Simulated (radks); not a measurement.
Valence configurations of the scandium ion Sc+ (all share [Ar]). All-electron calculation, Dirac Kohn-Sham, LDA (Slater exchange, Perdew-Wang correlation), spin-unpolarised, spherical densities, finite nucleus; open shells fill j = l - 1/2 first; Fermi nuclear charge, rms radius 3.5459 fm. Program: a radial shooting solver on a logarithmic mesh with Libxc functionals. Energies are relative to 3d1 4s1; eigenvalues in eV.

valence,E (eV),e(3d3/2),e(4p1/2),e(4s1/2)
3d1 4s1,0.000,-10.244,-,-9.951
3d2,0.635,-7.181,-,-
4s2,1.571,-,-,-11.457
3d1 4s0.5 4p0.5,1.730,-10.761,-6.799,-10.269
3d1.5 4p0.5,1.743,-9.071,-6.298,-
3d0.5 4s1 4p0.5,2.278,-12.744,-7.317,-11.000
3d1 4p1,3.472,-11.268,-7.068,-
4s1 4p1,5.477,-,-8.093,-12.035
3d0.5 4p1.5,5.995,-13.757,-7.816,-
4p2,9.456,-,-8.549,-

NIST lists [Ar] 3d1 4s1 as the ground configuration; this level of theory agrees among the configurations tried. The energies are those of spherical spin-averaged densities, not of single terms.
